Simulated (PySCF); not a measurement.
Shapes and spin states of Fe(OH)₂

Computed with PBE/[Fe def2-SVP, O def2-SVP, H def2-SVP], no relativity, density fitting, PySCF.

Relaxations began from a few typed shapes and spin states; open shells are unrestricted. The search is not exhaustive: other isomers or separated fragments can lie lower, and high-lying points may rest on an excited occupation.

(1) Order these stationary points by electronic energy, lowest first, in kJ/mol from the lowest minimum.
A. quintet C2: Fe–O 1.775 Å (×2), O–H 0.972 Å (×2); Fe–O–H 124.7° (×2), O–Fe–O 176.4°
B. triplet (⟨S²⟩ 2.49) C2h: Fe–O 1.731 Å (×2), O–H 0.972 Å (×2); Fe–O–H 135.2° (×2), O–Fe–O 180.0°

(2) Which of them are minima?

## Answers

(1) A (0.0), B (75.1).

(2) By energy in kJ/mol, 0.0: minimum; 75.1: saddle point, 1 imaginary mode.

For the lowest minimum: open d and f shells are described by one determinant, and the ground state may have another occupation or spin.
